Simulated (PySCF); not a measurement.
**Continuum solvent and chemical shifts**

Atom-mapped SMILES (the numbers label the heavy atoms): `[CH2:1]=[CH:2][C:3]#[C:4][SiH2:5][O:6][CH3:7]`; H(Xn) means a hydrogen on atom n. Ha(C1) is cis to C3; Hb(C1) is trans to C3.

GIAO PBE0/pcSseg-1 in PySCF on one PBE0-D3(BJ)/def2-SVP conformer, non-relativistic, equivalent nuclei averaged. Solvents enter as an IEF-PCM continuum (benzene with ε = 2.3, acetone with ε = 20.5) around the gas-phase geometry. Shifts are referred to TMS computed in the same medium.

Gas phase, δ in ppm: C1 139.8, C2 124.7, C3 113.4, C4 98.1, C7 52.9, Si5 -45.3, Ha(C1) 6.06, H(C2) 5.98, Hb(C1) 5.90, H(Si5) 4.90, H(C7) 3.63. Dipole moment 2.01 D.

Question: How does each δ change in the continuum?

Answer: 
```
 atoms                              environment  Δδ, benzene  Δδ, acetone
    C1                     terminal =CH2 carbon         +2.6         +5.7
    C2                                alkene CH         -0.1         -0.3
    C3                            alkyne carbon         +1.1         +2.5
    C4                            alkyne carbon         -0.7         -1.5
    C7                methyl carbon bonded to O         +0.5         +1.1
   Si5              silicon bonded to C, O, 2 H         +0.2         +0.3
Ha(C1)       hydrogen on a terminal =CH2 carbon        +0.14        +0.28
 H(C2)                 hydrogen on an alkene CH        +0.10        +0.22
Hb(C1)       hydrogen on a terminal =CH2 carbon        +0.19        +0.41
H(Si5)     hydrogen on a silicon bonded to C, O        -0.01        -0.01
 H(C7)  hydrogen on a methyl carbon bonded to O        +0.05        +0.11
```

Changes are relative to the gas phase. The dipole moment becomes 2.28 D in benzene, 2.61 D in acetone.

Question: Which nuclei move most (in ppm), and what does the model miss?

Answer: C1 (terminal =CH2 carbon, +5.7 ppm) in acetone. A continuum only polarises the solute; specific hydrogen bonds, the anisotropy of aromatic solvents and changes of geometry or conformer are outside it.
